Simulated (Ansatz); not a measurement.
Start from `[OH][GeH2][I]` and change one atom or group to get `[CH3][GeH2][I]`.

Ansatz, PBE0-D4/def2-TZVP geometries, multiplicity 1. Each molecule was computed in one conformer, which needn't be the lowest.

Elements past krypton have def2 core potentials. Scalar relativity is left out up to krypton. Spin–orbit coupling is left out; it splits and shifts lone-pair levels of the heavy atoms by tenths of an eV.

```
                                                                                  property  `[OH][GeH2][I]`
                                                        LUMO energy (PBE0/def2-TZVPP) / eV            -0.92
                                                       HOMO–LUMO gap (PBE/def2-TZVPP) / eV             4.75
                                            zero-point energy (PBE0-D4/def2-TZVP) / kJ/mol             79.6
                                                        HOMO energy (PBE0/def2-TZVPP) / eV            -7.68
ideal-gas entropy at 298 K and 1 bar (rigid rotor, harmonic PBE0-D4/def2-TZVP) / J/(mol·K)              324
                                            size of the dipole moment (PBE/def2-TZVPP) / D             1.23
```

(1) Give the same properties after the change, and the shifts. (Estimate.)

Results:

(1) Ansatz gave: 
| property | `[CH3][GeH2][I]` | shift |
| --- | --- | --- |
| LUMO energy (PBE0/def2-TZVPP) / eV | -0.74 | 0.18 |
| HOMO–LUMO gap (PBE/def2-TZVPP) / eV | 4.69 | -0.06 |
| zero-point energy (PBE0-D4/def2-TZVP) / kJ/mol | 139.4 | 59.8 |
| HOMO energy (PBE0/def2-TZVPP) / eV | -7.41 | 0.27 |
| ideal-gas entropy at 298 K and 1 bar (rigid rotor, harmonic PBE0-D4/def2-TZVP) / J/(mol·K) | 332 | 8 |
| size of the dipole moment (PBE/def2-TZVPP) / D | 2.19 | 0.96 |

With PBE0 the HOMO rises by 0.27 eV and the LUMO rises by 0.18 eV, so the gap narrows by about 0.09 eV. PBE moves the HOMO by 0.24 eV and ωB97M-V by 0.27 eV. The zero-point energy changes by 59.8 kJ/mol with +6 modes. Dipoles are sizes alone; their direction can turn.
